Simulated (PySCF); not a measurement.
## Electronic absorption of C5H8N2S

Species: C5H8N2S.
SMILES with atom numbers: `[CH3:1][NH:2][c:3]1[cH:4][n:5][s:6][c:7]1[CH3:8]` (hydrogens: H9, H10, H11 on C1; H12 on N2; H13 on C4; H14, H15, H16 on C8)

Cartesian coordinates in Å at the GFN2-xTB level; atoms count from 1:
```
atom  x, y, z in Å
C1    -2.3021   -0.3655   -0.1632
N2    -0.9362   -0.6118    0.2382
C3     0.0056    0.3905    0.0870
C4    -0.2607    1.7798    0.0031
N5     0.7805    2.5657   -0.0652
S6     2.1649    1.7095   -0.0307
C7     1.3701    0.1806    0.0758
C8     2.1068   -1.1096    0.1486
H9    -2.7117    0.4457    0.4377
H10   -2.8863   -1.2632    0.0291
H11   -2.4001   -0.0993   -1.2238
H12   -0.5899   -1.5205   -0.0376
H13   -1.2361    2.2327   -0.0105
H14    1.8610   -1.7465   -0.7040
H15    1.8485   -1.6493    1.0607
H16    3.1783   -0.9298    0.1434
```

The calculation used TDDFT CAM-B3LYP/def2-SVPD, vertical, gas phase, core orbitals frozen in the response (PySCF).

Question: List the vertical singlet excitations with oscillator strengths and describe the spectrum.

Answer: 

```csv
state,E (eV),ν̃ (cm⁻¹),f,"main configurations (H = HOMO, L = LUMO)"
S1,4.74,38190,0.121,H→L (96%)
S2,5.15,41530,0.0017,H→L+1 (87%)
S3,5.54,44660,0.0020,"H→L+2 (69%), H→L+3 (11%)"
S4,5.70,45980,0.0024,H-2→L (94%)
S5,5.97,48150,0.074,H-1→L (87%)
S6,6.17,49760,0.0048,"H-1→L+1 (33%), H-1→L+2 (25%), H-1→L+3 (10%)"
S7,6.27,50610,0.0054,"H→L+5 (43%), H→L+4 (26%), H→L+3 (21%)"
S8,6.33,51030,0.026,"H→L+3 (40%), H→L+4 (26%), H→L+2 (14%)"
```

Triplets (Tamm–Dancoff): T1 3.32 eV, H→L (88%); T2 4.17 eV, H-1→L (88%); T3 4.97 eV, H→L+1 (74%).

The lowest singlet lies at 4.74 eV (262 nm, ultraviolet) and is of moderate strength; its leading configuration is HOMO→LUMO (96%). The lowest level is also the most intense of those listed (f = 0.121). Löwdin shares by element: HOMO carbon 30% or more, nitrogen 29% or more, sulfur 12% (atoms not listed hold the other 28%); LUMO carbon 33% or more, sulfur 23%, nitrogen 22% or more (atoms not listed hold the other 21%). Weighted by f, the mean energy of these states is 5.38 eV. The oscillator strengths of these states sum to 0.238; summed over the whole spectrum of an exact calculation they would give the number of electrons, 68 (Thomas–Reiche–Kuhn). Of the 8 states listed, 3 reach f = 0.01 and none stays under 0.0005. Only the lowest 8 singlets were computed, as vertical energies without vibronic structure.

The run took 68 s wall (grids of density and orbitals included) on one thread of an Arm Neoverse V2, shared host with 96 logical CPUs at a one-minute load of 68, and the process peaked at 1.1 GiB of memory.

One conformer stands for the species.
